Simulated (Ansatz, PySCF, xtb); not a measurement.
Dimer: H2O (SMILES O) (first 3 atoms) with CHN (SMILES C#N); geometry from B3LYP-D3(BJ)/def2-TZVP, rigid monomers moved along the line of their centres of mass till H3···N5 is 3.80 Å.
(charge 0, multiplicity 1):
```csv
atom,x (Å),y (Å),z (Å)
O,-0.1430,0.0652,-0.6573
H,0.7913,-0.0607,-0.8478
H,-0.2007,0.0722,0.3079
C,-0.3344,0.0848,5.2436
N,-0.1943,0.0672,4.1080
H,-0.4661,0.1014,6.3024
```

Interaction energies are E(AB) − E(A) − E(B) at the monomers' geometry in the complex; basis-set methods are counterpoise corrected. Rows marked so take none.

Cores are frozen in the correlated methods. CBS(a, b) extrapolates the correlation energy as X⁻³ and adds the Hartree–Fock energy of set b. Rows in 6-31G* carry no dispersion term and start afresh at each structure (6-31G* with six Cartesian d functions).

Programs: Ansatz (a first-principles code) with Gaussian orbitals; PySCF for 6-31G* rows; xtb for the GFN methods. Each number belongs to the level named beside it.

### Question
What interaction energy does GFN-FF give?

### Answer
-0.9 kcal/mol
